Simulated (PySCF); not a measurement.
Ge(F)3(SiH3) (F3GeH3Si), SMILES [F][Ge]([F])([SiH3])[F]. Geometry optimised at B3LYP-D3(BJ)/def2-SVP. This is a generated structure with no PubChem entry under its InChIKey; it may be hypothetical.

Computed equilibrium geometry at B3LYP-D3(BJ)/def2-SVP (PySCF confirms it by a frequency run) as bond lengths and angles, and its point group:
point group C3v.
Atoms: F1 Ge2 F3 F4 Si5 H6 H7 H8. Bond lengths (Å): F1–Ge2 1.732, Ge2–F3 1.732, Ge2–F4 1.732, Ge2–Si5 2.388, Si5–H6 1.485, Si5–H7 1.485, Si5–H8 1.485. Bond angles (°): F1–Ge2–F3 104.9, F1–Ge2–F4 104.9, F1–Ge2–Si5 113.8, F3–Ge2–F4 104.9, F3–Ge2–Si5 113.8, F4–Ge2–Si5 113.8, Ge2–Si5–H6 107.2, Ge2–Si5–H7 107.2, Ge2–Si5–H8 107.2, H6–Si5–H7 111.7, H6–Si5–H8 111.7, H7–Si5–H8 111.7.
